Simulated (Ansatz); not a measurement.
Geometry optimisation, Ansatz, RKS PBE/def2-SVP.

Input file:

```yaml
crystal:
  periodic: [false, false, false]
  atoms:
    - { symbol: Si, position_ang: [-0.915394, 1.517212, 0.406133] }
    - { symbol: C, position_ang: [-0.482003, 0.501095, -1.115111] }
    - { symbol: H, position_ang: [-0.90167, 0.709393, 1.674476] }
    - { symbol: H, position_ang: [-2.309723, 2.068261, 0.241335] }
    - { symbol: H, position_ang: [0.02614, 2.680194, 0.551184] }
    - { symbol: Si, position_ang: [1.076879, -1.785538, 0.465912] }
    - { symbol: Cl, position_ang: [2.066612, -0.031522, 1.117212] }
    - { symbol: H, position_ang: [1.678996, -2.919519, 1.246546] }
    - { symbol: H, position_ang: [-0.381155, -1.690708, 0.779468] }
    - { symbol: H, position_ang: [1.334044, -1.994964, -0.994685] }
    - { symbol: H, position_ang: [-1.054749, -0.443959, -1.178449] }
    - { symbol: H, position_ang: [-0.739513, 1.098315, -2.015767] }
    - { symbol: H, position_ang: [0.601735, 0.29194, -1.178252] }
basis:
  gaussian: { orbitals: def2-SVP }
hamiltonian:
  xc: pbe
relax:
  f_tol: 0.03
  max_steps: 50
```

Command:

```bash
$ ansatz run input.yaml --threads 2 --pin off --max-ram 3072MiB --backend cpu --events-out ev --progress --plain --runs-dir out
```

Question: Where does it end, and by what steps?

Answer: It converged. The force dipped under the threshold on the way, but the program's further checks kept it going. After 21 steps the energy has fallen by 0.198 eV; H10 moved furthest, 1.25 Å.

```
step  energy less start (eV)  largest force component (eV/Å)  accepted
   0                  0.0000                           0.503       yes
   1                 -0.1327                           0.150       yes
   2                 -0.1573                           0.166       yes
   3                 -0.1627                           0.291       yes
   4                 -0.1654                           0.338       yes
   5                 -0.1839                           0.127       yes
   6                 -0.1851                           0.064       yes
   7                 -0.1872                           0.010       yes
   8                 -0.1888                           0.128       yes
   9                 -0.1899                           0.050       yes
  10                 -0.1911                           0.032       yes
  11                 -0.1923                           0.071       yes
  12                 -0.1931                           0.047       yes
  13                 -0.1943                           0.040       yes
  14                 -0.1947                           0.088       yes
  15                 -0.1956                           0.047       yes
  16                 -0.1962                           0.032       yes
  17                 -0.1969                           0.023       yes
  18                 -0.1957                           0.103        no
  19                 -0.1975                           0.027       yes
  20                 -0.1975                           0.045       yes
  21                 -0.1979                           0.018       yes
```

```xyz
13
Properties=species:S:1:pos:R:3
Si -1.142 1.612 0.307
C -0.744 1.120 -1.476
H -1.250 0.395 1.191
H -2.459 2.345 0.370
H -0.078 2.516 0.873
Si 1.480 -2.326 0.876
Cl 2.274 -0.428 0.519
H 2.346 -3.025 1.883
H 0.085 -2.174 1.404
H 1.469 -3.093 -0.413
H -1.528 0.452 -1.888
H -0.683 2.017 -2.126
H 0.229 0.590 -1.521
```

Whether the end is a true minimum wasn't checked by a vibrational analysis.

Run time: 40 s on 2 threads of Arm Neoverse V2, on a shared host, peak memory 0.15 GiB.
